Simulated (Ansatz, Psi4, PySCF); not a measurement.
CuF, singlet, geometry from GFN2-xTB (such geometries of metal compounds can be far from the true shape). Base run: PySCF with PBE0/cc-pVDZ.

PySCF was given this input:
```python
from pyscf import gto, scf, dft

mol = gto.M(
    atom='''
Cu   -0.000000   -0.000000   -0.406158
F     0.000000    0.000000    1.308730
''',
    basis='cc-pvdz',
    charge=0,
    spin=0,
    verbose=4,
)

mf = dft.RKS(mol)
mf.xc = 'pbe0'
mf.kernel()
```

The same geometry, method and basis name were run in Ansatz (a first-principles code) and Psi4 and PySCF, at each program's defaults and at the settings that a row names. The base is PySCF at its defaults. Differences at the defaults can come from grids, fitting, cores and function types together.

```csv
code and settings,ΔE vs base (µEh),basis functions,E (Eh),SCF cycles,dipole (D)
"PySCF, defaults (exact integrals, its default grid, spherical functions)",0.0,57,-1740.05993,12,4.60
"Psi4, defaults (density fitting with its default set, its default grid, spherical functions)",4.5,57,-1740.05993,11,4.60
"Ansatz, defaults (factorised integrals, its default grid, spherical functions)",4.4,57,-1740.05993,-,-
"PySCF, density fitting with def2-universal-jkfit",-2.9,57,-1740.05993,12,4.60
"PySCF, fine grid",2.3,57,-1740.05993,12,4.60
"Psi4, exact integrals, spherical functions, fine grid",2.2,57,-1740.05993,14,4.60
"Ansatz, high accuracy",2.3,57,-1740.05993,-,-
```
